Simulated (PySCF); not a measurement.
C₂H₉ClOSi₂. Atoms are numbered in the order given.

```xyz
15

C     -1.5165    -1.7763    -0.0966
Si    -0.7498    -0.0714    -0.1422
C     -1.8660     1.2411    -0.8650
Cl    -0.2574     0.4787     1.8286
O      0.6763    -0.1173    -1.0152
Si     2.3280    -0.0685    -0.7113
H     -2.4601    -1.7698     0.4849
H     -0.8243    -2.5029     0.3732
H     -1.7407    -2.1230    -1.1262
H     -1.3742     2.2332    -0.8291
H     -2.0983     1.0047    -1.9236
H     -2.8186     1.3030    -0.3018
H      2.7334     1.2712    -0.1624
H      3.0206    -0.3007    -2.0222
H      2.7280    -1.1451     0.2608
```

The structure is a stationary point at PBE-D3(BJ)/def2-SVP. Other conformers were not sampled.

All values below come from r2SCAN/def2-TZVP in PySCF.

ESP charges are fitted to the potential on shells at 1.4 to 2.0 van der Waals radii. Atomic charges (e):

| atom | IAO | ESP fit | Löwdin | Mulliken |
|---|---|---|---|---|
| C1 | -0.76 | -0.84 | -0.44 | -0.46 |
| Si2 | 1.32 | 0.85 | -0.14 | 0.65 |
| C3 | -0.76 | -0.89 | -0.44 | -0.45 |
| Cl4 | -0.36 | -0.25 | ? | -0.29 |
| O5 | -0.88 | -0.37 | ? | -0.46 |
| Si6 | 0.87 | 0.33 | 0.17 | 0.35 |
| H7 | 0.17 | 0.22 | 0.14 | 0.13 |
| H8 | 0.17 | 0.21 | 0.14 | 0.14 |
| H9 | 0.16 | 0.23 | 0.14 | 0.13 |
| H10 | 0.17 | 0.22 | 0.14 | 0.14 |
| H11 | 0.17 | 0.24 | 0.14 | 0.13 |
| H12 | 0.17 | 0.23 | 0.14 | 0.13 |
| H13 | -0.14 | -0.07 | ? | -0.04 |
| H14 | -0.14 | -0.06 | ? | -0.05 |
| H15 | -0.15 | -0.07 | ? | -0.04 |

**Question.** What belongs in the gaps? (The exact figures need the calculation; the answer reports its results.)

**Answer.** 
- Cl4, Löwdin: 0.19
- O5, Löwdin: -0.03
- H13, Löwdin: -0.05
- H14, Löwdin: -0.05
- H15, Löwdin: -0.05

**Question.** Give the Mayer and Wiberg (Löwdin basis) orders of the bonds. (The exact figures need the calculation; the answer reports its results.)

**Answer.** 
| bond | Mayer | Wiberg |
|---|---|---|
| C1–Si2 | 1.01 | 1.19 |
| Si2–C3 | 1.01 | 1.19 |
| Si2–Cl4 | 1.09 | 1.67 |
| Si2–O5 | 1.10 | 1.50 |
| O5–Si6 | 1.11 | 1.55 |
| C1–H7 | 0.94 | 0.90 |
| C1–H8 | 0.95 | 0.90 |
| C1–H9 | 0.94 | 0.89 |
| C3–H10 | 0.95 | 0.90 |
| C3–H11 | 0.94 | 0.89 |
| C3–H12 | 0.94 | 0.90 |
| Si6–H13 | 0.94 | 0.97 |
| Si6–H14 | 0.95 | 0.97 |
| Si6–H15 | 0.94 | 0.97 |
